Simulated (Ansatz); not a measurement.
## Reading a saddle point

A first-order saddle point of SnH$_{6}$O, singlet, PBE0-D4/def2-TZVP, with one imaginary mode of 1342i cm⁻¹:

Sn1  (-0.633, 0.135, -0.518)
H2  (-0.099, 0.792, 1.406)
H3  (-0.222, -0.819, -1.891)
H4  (-2.141, -0.376, 0.078)
H5  (-0.512, 1.770, -0.990)
H6  (0.655, 0.075, 1.228)
O7  (1.028, -0.808, 0.524)
H8  (1.922, -0.769, 0.163)
(Å)

Ansatz 0.2.0; basis: def2-TZVPP and def2-QZVPP; cores frozen in the correlated methods. Filled d shells of the heavier atoms are correlated. Core potentials replace the inner electrons of the atoms past krypton. The def2 sets are not built for correlating such inner shells, so the correlated values are less sure here. Extrapolation: Hartree–Fock as exp(−7.88 √X), correlation as X^−2.97.

(1) Which contacts change along the imaginary mode, and what lies on either side? (A judgement: the text doesn't fix the answer.)

(2) Which side is lower, and how far does the saddle lie above each? (Judge from chemistry; the value comes from the calculation.)

T1 diagnostic: at most 0.015.

Answers

(1) Computed: The step is SnH₄ + H₂O → SnH₄O ([OH][SnH3]) + H₂, with the molecules in contact on both sides. Shortening one way: Sn1–O7, H2–H6; lengthening the same way: Sn1–H2, H6–O7.
```json
{"pair": "Sn1–O7", "one side (Å)": "3.15", "saddle (Å)": "2.18", "other side (Å)": "1.97"}
{"pair": "H2–H6", "one side (Å)": "3.02", "saddle (Å)": "1.06", "other side (Å)": "0.75"}
{"pair": "Sn1–H2", "one side (Å)": "1.70", "saddle (Å)": "2.10", "other side (Å)": "4.55"}
{"pair": "H6–O7", "one side (Å)": "0.96", "saddle (Å)": "1.19", "other side (Å)": "2.48"}
```

(2) The calculation gives: The side with Sn1–H2, H6–O7 short is lower by 0.101 eV; the saddle lies 1.700 eV above it and 1.599 eV above the other (CCSD(T) at an estimated basis limit (MP2 extrapolated from triple and quadruple zeta, plus CCSD(T) − MP2 in triple zeta); electronic energies).

Labels in which every atom is bracketed show which atoms are joined, not bond orders.

For scale, one of the runs: CCSD(T)/def2-TZVPP, 165 basis functions, launched by `ansatz run in.yaml --threads 2 --pin off --events-out ev --progress --plain --max-ram 4352MiB`. Hardware: 2 CPU threads of an Arm Neoverse N1, shared host. Wall time 74 s; peak host memory 1.5 GiB.
